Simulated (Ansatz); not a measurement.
Harmonic vibrations of Si₅Ge₃ by finite differences.

```yaml
crystal:
  periodic: [false, false, false]
  atoms:
    - {symbol: Si, position_ang: [0.849825, -0.438750, -0.957812]}
    - {symbol: Si, position_ang: [0.891879, -1.026309, 1.379233]}
    - {symbol: Si, position_ang: [-0.803741, 0.725007, 0.818571]}
    - {symbol: Si, position_ang: [1.538532, 1.505113, 0.240282]}
    - {symbol: Si, position_ang: [-1.229558, -1.508718, -0.017005]}
    - {symbol: Ge, position_ang: [0.695695, 1.160280, 2.603395]}
    - {symbol: Ge, position_ang: [-1.252990, 0.987189, -1.589855]}
    - {symbol: Ge, position_ang: [-0.689642, -1.403801, -2.476809]}
basis:
  gaussian: {orbitals: def2-SVP}
hamiltonian: {xc: r2scan, dispersion: d4}
scf: {omitted_lower_state_checks: [starts]}
phonons: {temperatures: {t_min: 298.15, t_max: 900, t_step: 200}}
```

```sh
$ ansatz run in.yaml --threads 4 --pin off --events-out ev --progress --plain --max-ram 4787MiB
```

Shortened log:

```
Functional definition: r2SCAN
mean field -208906.23018418 eV, -7677.1623575399 hartree, gradient 8.1e-5 eV, S^2 0.000000; 0 other end points of the search recorded, 0 dependent functions left out
mean field -208906.23013630 eV, -7677.1623557806 hartree, gradient 1.4e-6 eV, S^2 0.000000; 0 other end points of the search recorded, 0 dependent functions left out
mean field -208906.23016771 eV, -7677.1623569347 hartree, gradient 1.6e-6 eV, S^2 0.000000; 0 other end points of the search recorded, 0 dependent functions left out
mean field -208906.23015463 eV, -7677.1623564541 hartree, gradient 1.9e-6 eV, S^2 0.000000; 0 other end points of the search recorded, 0 dependent functions left out
mean field -208906.23016272 eV, -7677.1623567513 hartree, gradient 1.6e-6 eV, S^2 0.000000; 0 other end points of the search recorded, 0 dependent functions left out
mean field -208906.23014075 eV, -7677.1623559440 hartree, gradient 2.4e-6 eV, S^2 0.000000; 0 other end points of the search recorded, 0 dependent functions left out
mean field -208906.23014848 eV, -7677.1623562280 hartree, gradient 2.7e-6 eV, S^2 0.000000; 0 other end points of the search recorded, 0 dependent functions left out
mean field -208906.23016932 eV, -7677.1623569938 hartree, gradient 2.8e-6 eV, S^2 0.000000; 0 other end points of the search recorded, 0 dependent functions left out
mean field -208906.23017419 eV, -7677.1623571729 hartree, gradient 2.3e-6 eV, S^2 0.000000; 0 other end points of the search recorded, 0 dependent functions left out
mean field -208906.23017104 eV, -7677.1623570572 hartree, gradient 2.9e-6 eV, S^2 0.000000; 0 other end points of the search recorded, 0 dependent functions left out
mean field -208906.23014913 eV, -7677.1623562517 hartree, gradient 2.5e-6 eV, S^2 0.000000; 0 other end points of the search recorded, 0 dependent functions left out
mean field -208906.23014886 eV, -7677.1623562418 hartree, gradient 1.8e-6 eV, S^2 0.000000; 0 other end points of the search recorded, 0 dependent functions left out
mean field -208906.23016486 eV, -7677.1623568301 hartree, gradient 1.7e-6 eV, S^2 0.000000; 0 other end points of the search recorded, 0 dependent functions left out
mean field -208906.23017464 eV, -7677.1623571895 hartree, gradient 1.2e-6 eV, S^2 0.000000; 0 other end points of the search recorded, 0 dependent functions left out
mean field -208906.23012901 eV, -7677.1623555126 hartree, gradient 1.6e-6 eV, S^2 0.000000; 0 other end points of the search recorded, 0 dependent functions left out
mean field -208906.23015131 eV, -7677.1623563321 hartree, gradient 1.9e-6 eV, S^2 0.000000; 0 other end points of the search recorded, 0 dependent functions left out
mean field -208906.23016344 eV, -7677.1623567779 hartree, gradient 2.1e-6 eV, S^2 0.000000; 0 other end points of the search recorded, 0 dependent functions left out
mean field -208906.23016459 eV, -7677.1623568201 hartree, gradient 2.2e-6 eV, S^2 0.000000; 0 other end points of the search recorded, 0 dependent functions left out
mean field -208906.23012869 eV, -7677.1623555007 hartree, gradient 2.0e-6 eV, S^2 0.000000; 0 other end points of the search recorded, 0 dependent functions left out
mean field -208906.23015953 eV, -7677.1623566342 hartree, gradient 1.9e-6 eV, S^2 0.000000; 0 other end points of the search recorded, 0 dependent functions left out
mean field -208906.23017524 eV, -7677.1623572115 hartree, gradient 2.1e-6 eV, S^2 0.000000; 0 other end points of the search recorded, 0 dependent functions left out
mean field -208906.23014967 eV, -7677.1623562718 hartree, gradient 2.5e-6 eV, S^2 0.000000; 0 other end points of the search recorded, 0 dependent functions left out
mean field -208906.23017893 eV, -7677.1623573472 hartree, gradient 2.5e-6 eV, S^2 0.000000; 0 other end points of the search recorded, 0 dependent functions left out
mean field -208906.23018224 eV, -7677.1623574686 hartree, gradient 2.8e-6 eV, S^2 0.000000; 0 other end points of the search recorded, 0 dependent functions left out
mean field -208906.23014831 eV, -7677.1623562216 hartree, gradient 2.0e-6 eV, S^2 0.000000; 0 other end points of the search recorded, 0 dependent functions left out
mean field -208906.23016888 eV, -7677.1623569776 hartree, gradient 2.4e-6 eV, S^2 0.000000; 0 other end points of the search recorded, 0 dependent functions left out
mean field -208906.23016688 eV, -7677.1623569041 hartree, gradient 2.7e-6 eV, S^2 0.000000; 0 other end points of the search recorded, 0 dependent functions left out
mean field -208906.23016374 eV, -7677.1623567889 hartree, gradient 2.8e-6 eV, S^2 0.000000; 0 other end points of the search recorded, 0 dependent functions left out
mean field -208906.23015755 eV, -7677.1623565614 hartree, gradient 2.8e-6 eV, S^2 0.000000; 0 other end points of the search recorded, 0 dependent functions left out
mean field -208906.23015234 eV, -7677.1623563697 hartree, gradient 2.5e-6 eV, S^2 0.000000; 0 other end points of the search recorded, 0 dependent functions left out
mean field -208906.23017274 eV, -7677.1623571195 hartree, gradient 1.5e-6 eV, S^2 0.000000; 0 other end points of the search recorded, 0 dependent functions left out
mean field -208906.23016671 eV, -7677.1623568980 hartree, gradient 2.0e-6 eV, S^2 0.000000; 0 other end points of the search recorded, 0 dependent functions left out
mean field -208906.23017474 eV, -7677.1623571931 hartree, gradient 1.8e-6 eV, S^2 0.000000; 0 other end points of the search recorded, 0 dependent functions left out
mean field -208906.23018928 eV, -7677.1623577275 hartree, gradient 2.1e-6 eV, S^2 0.000000; 0 other end points of the search recorded, 0 dependent functions left out
mean field -208906.23015107 eV, -7677.1623563232 hartree, gradient 1.9e-6 eV, S^2 0.000000; 0 other end points of the search recorded, 0 dependent functions left out
mean field -208906.23013850 eV, -7677.1623558614 hartree, gradient 2.4e-6 eV, S^2 0.000000; 0 other end points of the search recorded, 0 dependent functions left out
mean field -208906.23015702 eV, -7677.1623565420 hartree, gradient 2.1e-6 eV, S^2 0.000000; 0 other end points of the search recorded, 0 dependent functions left out
mean field -208906.23018304 eV, -7677.1623574979 hartree, gradient 1.9e-6 eV, S^2 0.000000; 0 other end points of the search recorded, 0 dependent functions left out
mean field -208906.23016404 eV, -7677.1623568000 hartree, gradient 1.8e-6 eV, S^2 0.000000; 0 other end points of the search recorded, 0 dependent functions left out
mean field -208906.23013319 eV, -7677.1623556660 hartree, gradient 2.2e-6 eV, S^2 0.000000; 0 other end points of the search recorded, 0 dependent functions left out
mean field -208906.23019685 eV, -7677.1623580054 hartree, gradient 1.8e-6 eV, S^2 0.000000; 0 other end points of the search recorded, 0 dependent functions left out
mean field -208906.23016113 eV, -7677.1623566928 hartree, gradient 2.5e-6 eV, S^2 0.000000; 0 other end points of the search recorded, 0 dependent functions left out
mean field -208906.23016571 eV, -7677.1623568612 hartree, gradient 2.4e-6 eV, S^2 0.000000; 0 other end points of the search recorded, 0 dependent functions left out
mean field -208906.23016739 eV, -7677.1623569229 hartree, gradient 1.9e-6 eV, S^2 0.000000; 0 other end points of the search recorded, 0 dependent functions left out
mean field -208906.23017400 eV, -7677.1623571657 hartree, gradient 2.0e-6 eV, S^2 0.000000; 0 other end points of the search recorded, 0 dependent functions left out
mean field -208906.23019027 eV, -7677.1623577639 hartree, gradient 1.9e-6 eV, S^2 0.000000; 0 other end points of the search recorded, 0 dependent functions left out
mean field -208906.23014345 eV, -7677.1623560430 hartree, gradient 1.9e-6 eV, S^2 0.000000; 0 other end points of the search recorded, 0 dependent functions left out
mean field -208906.23015124 eV, -7677.1623563295 hartree, gradient 2.9e-6 eV, S^2 0.000000; 0 other end points of the search recorded, 0 dependent functions left out
mean field -208906.23015384 eV, -7677.1623564250 hartree, gradient 2.4e-6 eV, S^2 0.000000; 0 other end points of the search recorded, 0 dependent functions left out
Total energy: -208906.38902613 eV, -7677.1681948739 hartree
Atom 0 at     0.849825    -0.438750    -0.957812 Å, force    -0.005600    -0.002378    -0.001716 eV/Å
Atom 1 at     0.891879    -1.026309     1.379233 Å, force    -0.001599    -0.001618    -0.001969 eV/Å
Atom 2 at    -0.803741     0.725007     0.818571 Å, force     0.005579    -0.003498     0.007261 eV/Å
Atom 3 at     1.538532     1.505113     0.240282 Å, force     0.002110     0.000766    -0.000113 eV/Å
Atom 4 at    -1.229558    -1.508718    -0.017005 Å, force    -0.000867    -0.000250    -0.001257 eV/Å
Atom 5 at     0.695695     1.160280     2.603395 Å, force    -0.004291     0.006345    -0.003557 eV/Å
Atom 6 at    -1.252990     0.987189    -1.589855 Å, force     0.003816    -0.009600     0.000028 eV/Å
Atom 7 at    -0.689642    -1.403801    -2.476809 Å, force     0.000853     0.010233     0.001324 eV/Å
Dipole moment:    -0.061414     0.109342    -0.085900 e Å
Vibrations: 53.99 107.27 123.45 162.47 173.79 178.50 189.85 209.49 222.95 254.06 281.12 292.59 297.91 339.36 352.27 399.31 442.46 461.69 cm⁻¹, zero-point energy 0.281601 eV
Checks for a lower state left out: starts
```

Hardware: 4 threads of Intel Xeon 6975P-C on a shared host. Wall time 1.8 min.

The structure comes from a short search, and lower isomers may exist.
